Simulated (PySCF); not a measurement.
## `C[C@@H]1NC[C@H]1[S@](C)=O`, C$_{5}$H$_{11}$NOS

Geometry:
```
atom   x (Å)   y (Å)   z (Å)
  C1  -2.136   0.870   0.620
  C2  -0.727   0.648   0.088
  N3  -0.634  -0.040  -1.209
  C4  -0.259  -1.303  -0.560
  C5   0.001  -0.536   0.733
  S6   1.812  -0.340   1.109
  C7   2.313   0.581  -0.413
  O8   2.349  -1.693   0.949
  H9  -2.666   1.582  -0.010
 H10  -2.692  -0.066   0.636
 H11  -2.096   1.266   1.632
 H12  -0.185   1.600   0.083
 H13  -1.484  -0.055  -1.761
 H14  -1.060  -2.046  -0.476
 H15   0.615  -1.782  -1.008
 H16  -0.437  -0.941   1.644
 H17   2.326   1.638  -0.174
 H18   1.634   0.382  -1.234
 H19   3.315   0.242  -0.655
```

Theory: TDDFT CAM-B3LYP/def2-SVPD circular dichroism and optical rotation, one conformer, gas phase (PySCF). Geometry: GFN2-xTB.

The molecule is flexible and this is one conformer; a measurement averages over conformers.

Stereocentres: C2 S, C5 R, S6 S.

Give the optical rotatory dispersion at 633, 589.3, 546, 436, 405, 365, 355 nm.

[α] in deg dm⁻¹ (g/mL)⁻¹:
| λ (nm) | origin-invariant length gauge | modified velocity gauge | length gauge (centre of mass) | isotropic polarisability (au) |
| --- | --- | --- | --- | --- |
| 633 | -231.6 | -247.0 | -231.6 | 92.0 |
| 589.3 | -271.3 | -289.6 | -271.4 | 92.4 |
| 546 | -322.2 | -344.3 | -322.3 | 92.8 |
| 436 | -547.1 | -587.6 | -547.5 | 94.5 |
| 405 | -657.5 | -707.9 | -658.1 | 95.4 |
| 365 | -862.5 | -932.8 | -863.4 | 96.8 |
| 355 | -930.0 | -1007.4 | -931.1 | 97.2 |

And for the mirror image at 589.3 nm?

+271.3 deg dm⁻¹ (g/mL)⁻¹ (origin-invariant length gauge): the same size and the opposite sign.

What is the molar rotation [Φ] = [α]·M/100 of the geometry above at 589.3 nm?

With M = 133.21 g/mol, -361.4 deg cm² dmol⁻¹ (origin-invariant length gauge).

The first excitation lies at 5.74 eV (216 nm) with R = +9.7 × 10⁻⁴⁰ esu² cm² (velocity form).
